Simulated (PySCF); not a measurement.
**Energy of Br²⁺ (bromine, charge +2) between two integer charges**

The 4p alpha orbital of [Ar] 3d10 4s2 4p3 is emptied in steps (occupation f), with all orbitals relaxed, ending at [Ar] 3d10 4s2 4p2. All numbers are calculated (PySCF 2.14, the spin-free X2C one-electron Hamiltonian (Gaussian nucleus), in aug-cc-pVTZ-DK). The exact energy is a straight line in f; departures are measured from the line between the end points of the same method.

```tsv
f	UHF (eV)	LDA (eV)	PBE (eV)	PBE0 (eV)	r2SCAN (eV)	LC-wPBE (eV)	BHandHLYP (eV)	wB97X (eV)	CAM-B3LYP (eV)	TPSS (eV)
1	0.000	0.000	0.000	0.000	0.000	0.000	0.000	0.000	0.000	0.000
0.8	0.088	-0.937	-0.911	-0.662	-0.860	-0.194	-0.429	-0.243	-0.446	-0.890
0.6	0.130	-1.407	-1.364	-0.990	-1.279	-0.287	-0.642	-0.364	-0.669	-1.331
0.4	0.129	-1.408	-1.362	-0.986	-1.264	-0.283	-0.641	-0.364	-0.667	-1.327
0.2	0.085	-0.939	-0.905	-0.654	-0.833	-0.185	-0.427	-0.243	-0.444	-0.880
0	0.000	0.000	0.000	0.000	0.000	0.000	0.000	0.000	0.000	0.000
```

Task: For UHF, how does the orbital energy at f = 1 compare with the removal energy?

Result: −ε = 35.210 eV against a total-energy difference of 34.655 eV. By Janak's theorem ε = ∂E/∂f, so the gap between them reflects the curvature. Along the path −ε is 34.980 (f = 0.8), 34.756 (f = 0.6), 34.540 (f = 0.4), 34.331 (f = 0.2) eV.

| method | E(f=0) − E(f=1) (eV) | −ε at f=1 (eV) | −ε at f=0.4 (eV) |
| --- | --- | --- | --- |
| UHF | 34.655 | 35.210 | 34.540 |
| LDA | 35.312 | 29.467 | 36.483 |
| PBE | 35.124 | 29.432 | 36.276 |
| PBE0 | 35.238 | 31.094 | 36.083 |
| r2SCAN | 35.455 | 30.045 | 36.584 |
| LC-wPBE | 35.279 | 34.056 | 35.538 |
| BHandHLYP | 35.079 | 32.397 | 35.620 |
| wB97X | 34.966 | 33.444 | 35.267 |
| CAM-B3LYP | 35.160 | 32.371 | 35.723 |
| TPSS | 35.210 | 29.644 | 36.345 |

Reference removal energy between the ground levels: 34.871 ± 0.019 eV (measured; NIST Atomic Spectra Database, ionization energies). The calculation has no spin-orbit coupling. UHF lacks correlation.
